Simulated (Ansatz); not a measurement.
A nudged elastic band was laid between two geometries of C2H6Zn + H2 (11 atoms, charge 0, multiplicity 1).

Level of theory: RKS CAM-B3LYP-D4/def2-mTZVP (Ansatz).

```
movable images  : 5
climbing image  : yes
spring          : 5.0 eV/Å²
optimiser       : quadratic models (default)
start path      : through a guess of the saddle point
force threshold : 0.5 eV/Å
iteration limit : 60
end points      : relaxed
```

Initial state:

```xyz
11
Properties=species:S:1:pos:R:3
Zn 0.231 -0.211 0.157
C 0.296 -0.270 2.098
H -0.660 -0.588 2.520
H 1.057 -0.965 2.457
H 0.527 0.711 2.519
C 0.157 -0.143 -1.782
H 0.436 -1.097 -2.231
H -0.849 0.100 -2.130
H 0.832 0.616 -2.182
H -2.427 2.173 0.839
H -1.993 1.780 1.298
```

Final state:

```xyz
11
Properties=species:S:1:pos:R:3
Zn -1.248 1.089 -0.720
C 0.015 -0.051 2.280
H 0.193 -0.522 3.245
H 0.202 -0.773 1.487
H 0.687 0.799 2.164
C 0.066 -0.004 -1.640
H -0.115 -1.067 -1.471
H 0.050 0.162 -2.719
H 1.077 0.213 -1.290
H -2.305 1.965 -0.007
H -1.017 0.294 2.235
```

Task: What changes between the two ends?

Result: Bonds broken: Zn1–C2, H10–H11. Bonds formed: Zn1–H10, C2–H11. C2H6Zn + H2 becomes CH4 + CH4Zn.

Task: What energy profile does the band end with?

Result: The forces met the threshold. The highest image is number 2 of 0 to 6, 1.96 eV above the first end and 2.49 eV above the last; the last end lies 0.53 eV below the first. The threshold of 0.5 eV/Å is loose, so the images may lie well off the minimum-energy path. Neighbouring images differ by up to 2.0 eV, so the band resolves the path poorly. The order of the point at the top wasn't checked. The orbitals stay closed-shell, which can raise the energy where a bond breaks towards radicals; this wasn't checked here.

```tsv
image	path coordinate (Å)	energy (eV)	Zn1–C2 (Å)	H10–H11 (Å)	Zn1–H10 (Å)
0	0.00	0.00	1.94	0.74	3.63
1	1.14	0.17	1.95	0.75	2.66
2	2.28	1.96	2.21	1.08	1.80
3	3.26	-0.08	2.83	2.00	1.59
4	4.25	-0.51	3.57	2.53	1.55
5	5.23	-0.52	3.57	2.86	1.55
6	6.22	-0.53	3.45	3.08	1.55
```

Task: What is the geometry of the highest image?

Result: 
```xyz
11
Properties=species:S:1:pos:R:3
Zn -0.497 0.439 0.006
C -0.055 0.015 2.130
H -0.817 -0.418 2.779
H 0.659 -0.783 1.911
H 0.486 0.778 2.690
C 0.046 -0.049 -1.781
H 0.539 -1.019 -1.810
H -0.812 -0.078 -2.451
H 0.742 0.695 -2.169
H -1.659 1.559 0.807
H -1.026 0.966 1.451
```

The band took 14 iterations and roughly 8 core-minutes.

Run time: 2.2 min on 4 threads of Arm Neoverse V1 (shared host), peak memory 0.24 GiB.
